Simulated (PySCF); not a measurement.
Pb(OH)(NH2) (H3NOPb), SMILES [NH2][Pb][OH] (connectivity only; charge and spin as stated), neutral, multiplicity 1. Atoms are numbered in the order given.

```xyz
6

Pb     0.2695     0.0486     0.0000
O     -1.3356     1.4192     0.0000
H     -2.2094     1.0125     0.0000
N     -0.9514    -1.7108     0.0000
H     -1.9619    -1.7228     0.0000
H     -0.5855    -2.6525     0.0000
```

Geometry: B3LYP-D3(BJ)/def2-TZVP. The def2 effective core potentials stand for the cores of Pb; spin–orbit coupling is left out. Other conformers were not sampled.

Method: ωB97X/def2-TZVPD (PySCF).

Gas-phase values at a fixed geometry.

The total energy is -324.74783 hartree, the point group comes out as Cs and the highest occupied level is -9.35 eV. The lowest empty level is -0.02 eV and the orbital gap is 9.33 eV. The dipole moment is 2.52 D and the quadrupole, principal values (traceless, Buckingham form, about the centre of nuclear charge) is -6.96, 0.65, 6.31 D·Å. The mean static polarisability is 58.2 bohr³ (8.63 Å³) and the polarisability, principal values comes out as 46.6, 60.5, 67.5 bohr³.
